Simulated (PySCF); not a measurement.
C₂H₉FSi₂ (SMILES C[SiH](C)[SiH2]F), singlet, geometry from GFN2-xTB; DF-CAMB3LYP/def2-TZVPD (PySCF).

Here is a job for PySCF.
```python
from pyscf import gto, scf, dft

mol = gto.M(
    atom='''
Si    1.00654804   -0.63624634    0.85782488
F     2.35907406   -0.64903482   -0.03006757
Si   -0.72694355    0.02837144   -0.52193511
C    -2.37470629   -0.06005365    0.42902636
C    -0.48513993    1.82196184   -1.12418607
H     1.37497212    0.25375988    1.95860313
H     0.96125424   -2.00317447    1.37266890
H    -0.86734071   -0.82125304   -1.72452961
H    -2.36086029    0.57187584    1.31295460
H    -3.20406416    0.26687748   -0.19087354
H    -2.59198182   -1.07265286    0.75570440
H     0.44112871    1.92681199   -1.68196441
H    -0.44366638    2.51798795   -0.28992847
H    -1.29649389    2.13988022   -1.77352562
''',
    basis='def2-tzvpd',
    verbose=4,
    max_memory=1800,
)

mf = dft.RKS(mol)
mf.xc = 'camb3lyp'
mf = mf.density_fit(auxbasis='def2-universal-jkfit')
mf.kernel()
```

### Question
Write the output that PySCF gives for this input, abridged.

### Answer

```
PySCF version 2.14.0

[INPUT] verbose = 4
[INPUT] num. atoms = 14
[INPUT] num. electrons = 58
[INPUT] charge = 0
[INPUT] spin (= nelec alpha-beta = 2S) = 0
[INPUT] symmetry False subgroup None
[INPUT] Mole.unit = angstrom
[INPUT] Symbol           X                Y                Z      unit          X                Y                Z       unit  Magmom
[INPUT]  1 Si     1.006548040000  -0.636246340000   0.857824880000 AA    1.902100126818  -1.202331330357   1.621054086038 Bohr   0.0
[INPUT]  2 F      2.359074060000  -0.649034820000  -0.030067570000 AA    4.458003880966  -1.226498055106  -0.056819472531 Bohr   0.0
[INPUT]  3 Si    -0.726943550000   0.028371440000  -0.521935110000 AA   -1.373724217519   0.053614251360  -0.986314412695 Bohr   0.0
[INPUT]  4 C     -2.374706290000  -0.060053650000   0.429026360000 AA   -4.487544514382  -0.113484951280   0.810742320619 Bohr   0.0
[INPUT]  5 C     -0.485139930000   1.821961840000  -1.124186070000 AA   -0.916781599791   3.443008887009  -2.124403785351 Bohr   0.0
[INPUT]  6 H      1.374972120000   0.253759880000   1.958603130000 AA    2.598320735713   0.479536674602   3.701223502416 Bohr   0.0
[INPUT]  7 H      0.961254240000  -2.003174470000   1.372668900000 AA    1.816507249677  -3.785451128021   2.593968280708 Bohr   0.0
[INPUT]  8 H     -0.867340710000  -0.821253040000  -1.724529610000 AA   -1.639036398586  -1.551943324566  -3.258888656603 Bohr   0.0
[INPUT]  9 H     -2.360860290000   0.571875840000   1.312954600000 AA   -4.461379366461   1.080688714856   2.481124607988 Bohr   0.0
[INPUT] 10 H     -3.204064160000   0.266877480000  -0.190873540000 AA   -6.054803747935   0.504325346014  -0.360698715026 Bohr   0.0
[INPUT] 11 H     -2.591981820000  -1.072652860000   0.755704400000 AA   -4.898135759652  -2.027020132131   1.428074347129 Bohr   0.0
[INPUT] 12 H      0.441128710000   1.926811990000  -1.681964410000 AA    0.833612447583   3.641146954628  -3.178452086166 Bohr   0.0
[INPUT] 13 H     -0.443666380000   2.517987950000  -0.289928470000 AA   -0.838407948877   4.758307610455  -0.547885404014 Bohr   0.0
[INPUT] 14 H     -1.296493890000   2.139880220000  -1.773525620000 AA   -2.450018374272   4.043787555174  -3.351477696699 Bohr   0.0

nuclear repulsion = 295.416508764245
number of shells = 115
number of NR pGTOs = 396
number of NR cGTOs = 281
basis = def2-tzvpd
ecp = {}

******** <class 'pyscf.df.df_jk.DFRKS'> ********
method = DFRKS
initial guess = minao
damping factor = 0
level_shift factor = 0
DIIS = <class 'pyscf.scf.diis.CDIIS'>
diis_start_cycle = 1
diis_space = 8
diis_damp = 0
SCF conv_tol = 1e-09
SCF conv_tol_grad = None
SCF max_cycles = 50
direct_scf = False
XC library pyscf.dft.libxc version 7.1.2
    S. Lehtola, C. Steigemann, M. J. T. Oliveira, and M. A. L. Marques,  SoftwareX 7, 1–5 (2018)
XC functionals = camb3lyp
    T. Yanai, D. P. Tew, and N. C. Handy,  Chem. Phys. Lett. 393, 51 (2004)
radial grids:
    Treutler-Ahlrichs [JCP 102, 346 (1995); DOI:10.1063/1.469408] (M4) radial grids

becke partition: Becke, JCP 88, 2547 (1988); DOI:10.1063/1.454033
pruning grids: <function nwchem_prune>
grids dens level: 3
symmetrized grids: False
atomic radii adjust function: <function treutler_atomic_radii_adjust>
small_rho_cutoff = 0
Set gradient conv threshold to 3.16228e-05
Initial guess from minao.
tot grids = 169136
******** <class 'pyscf.df.df.DF'> ********
auxbasis = def2-universal-jkfit
Create RSH-DF object <pyscf.df.df.DF object> for omega=0.33
******** <class 'pyscf.df.df.DF'> ********
auxbasis = auxmol.basis = def2-universal-jkfit
init E= -760.565603485845
  HOMO = -0.307663956953144  LUMO = -0.0490071670001007  gap/eV = 7.03841
cycle= 1 E= -760.47998068838  delta_E= 0.0856  |g|= 0.672  |ddm|=  3.1
  HOMO = -0.315734408394042  LUMO = -0.00476901825642161  gap/eV = 8.46180
cycle= 2 E= -760.44119964451  delta_E= 0.0388  |g|= 0.901  |ddm|=    1
  HOMO = -0.348010220743385  LUMO = 0.00177434817442285  gap/eV = 9.51812
cycle= 3 E= -760.564010432629  delta_E= -0.123  |g|= 0.0745  |ddm|= 0.467
  HOMO = -0.346597850423406  LUMO = 0.00415059235084243  gap/eV = 9.54435
cycle= 4 E= -760.564939495307  delta_E= -0.000929  |g|= 0.0313  |ddm|= 0.0726
  HOMO = -0.346818549225568  LUMO = 0.004477471247706  gap/eV = 9.55925
cycle= 5 E= -760.565161192687  delta_E= -0.000222  |g|= 0.00379  |ddm|= 0.03
  HOMO = -0.347462666524808  LUMO = 0.00417143594414917  gap/eV = 9.56845
cycle= 6 E= -760.565164731476  delta_E= -3.54e-06  |g|= 0.000915  |ddm|= 0.00548
  HOMO = -0.347354261048021  LUMO = 0.00424380285724444  gap/eV = 9.56747
cycle= 7 E= -760.565164965954  delta_E= -2.34e-07  |g|= 0.000171  |ddm|= 0.00154
  HOMO = -0.347388863672901  LUMO = 0.00422829005678874  gap/eV = 9.56799
cycle= 8 E= -760.565164978072  delta_E= -1.21e-08  |g|= 4.35e-05  |ddm|= 0.000373
  HOMO = -0.347383296161236  LUMO = 0.00423189293090406  gap/eV = 9.56794
cycle= 9 E= -760.565164979043  delta_E= -9.72e-10  |g|= 1.39e-05  |ddm|= 8.84e-05
  HOMO = -0.34738586344006  LUMO = 0.00423084015898213  gap/eV = 9.56798
Extra cycle  E= -760.565164979099  delta_E= -5.62e-11  |g|= 9.33e-06  |ddm|= 3.12e-05
converged SCF energy = -760.565164979099
```
